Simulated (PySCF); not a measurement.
Problem. Write Cartesian coordinates for `F[SiH2][O][GeH3]` as optimised with PBE0-D3(BJ)/def2-SVP.

Solution. 
```
atom  x, y, z in Å
F1    -1.080    1.510    1.218
Si2   -1.584    0.664   -0.077
O3    -0.291   -0.089   -0.740
Ge4    1.433   -0.310   -0.324
H5    -2.171    1.627   -1.043
H6    -2.582   -0.326    0.405
H7     2.035   -1.068   -1.513
H8     2.075    1.076   -0.150
H9     1.517   -1.130    0.973
```

Any rigid rotation of these coordinates is as good. Atoms count from 1 in this order. Ge4 (germanium bonded to O and 3 H) is distorted tetrahedral (angles from 105.1° to 111.7°). Si2 (fluorine-bound silicon) is tetrahedral (angles from 107.3° to 112.2°).

Bonds between heavy atoms (Å): F1–Si2 1.627, Si2–O3 1.636, O3–Ge4 1.787.

Level of theory: PBE0-D3(BJ)/def2-SVP geometry optimisation, gas phase (PySCF).

Point group: near Cs, missed by 0.30 Å at most; the miss may be what the optimiser left on a soft mode. Not checked by PBE0-D3(BJ)/def2-SVP frequencies. One conformer, not necessarily the lowest (F1–Si2–O3–Ge4 6°).
